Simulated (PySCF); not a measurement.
Tellurium: a sound run and one with changed settings

Sound run: Te²⁺ [Kr] 4d10 5s2 5p2, Te³⁺ [Kr] 4d10 5s2 5p1. Computed with PySCF 2.14 in x2c-TZVPall (8s6p4d2f, 60 functions), with scalar relativity by spin-free X2C-1e. In the sound run the correlated levels freeze [Kr] 4d10. The sound run starts from symmetry-adapted Hartree-Fock orbitals and uses a fine grid where one is needed.

Changed run: basis STO-3G, all-electron and non-relativistic. This setting is unsound on purpose.

```
species  method  sound run (hartree)  changed run (hartree)  converged
   Te²⁺     UHF          -6789.89479            -6546.27025        yes
   Te²⁺     LDA          -6786.31200            -6542.23620        yes
   Te²⁺  M06-2X          -6793.26732            -6548.48150        yes
   Te²⁺     MP2          -6789.93943            -6546.27786        yes
   Te³⁺     UHF          -6788.90520            -6545.29379        yes
   Te³⁺     LDA          -6785.29426            -6541.22691        yes
   Te³⁺  M06-2X          -6792.25839            -6547.47255        yes
   Te³⁺     MP2          -6788.93899            -6545.30946        yes
```

Ionisation energy of Te²⁺:

```tsv
method	sound run (eV)	changed run (eV)
UHF	26.928	26.571
LDA	27.694	27.464
M06-2X	27.455	27.455
MP2	27.223	26.351
SCS-MP2	27.163	26.308
```

A minimal basis cannot let orbitals breathe on ionisation and holds almost no correlation. The Hamiltonian changed with the basis, so the totals do not compare.

For comparison, NIST gives 27.84 ± 0.04 eV between the lowest levels.
